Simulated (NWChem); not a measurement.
System: NH3Te; SMILES [TeH]N

```xyz
5

Te     0.0358    -0.3045     0.0000
H     -1.6252    -0.5683     0.0000
N      0.0770     1.7406     0.0000
H     -0.3878     2.1102     0.8271
H     -0.3878     2.1102    -0.8271
```
Atoms are numbered in this order, from 1.

Program: NWChem. Structure relaxed at the PBE0/def2-SVP (def2 core potentials past Kr) level.

### Question
What does the run give for PBE0/3-21G, non-relativistic? Quantities: highest occupied level (eV); orbital gap (eV); dipole (D).

### Answer
```
Property                     Value
---------------------------  -----
highest occupied level (eV)  -6.19
orbital gap (eV)              5.68
dipole (D)                    2.24
```
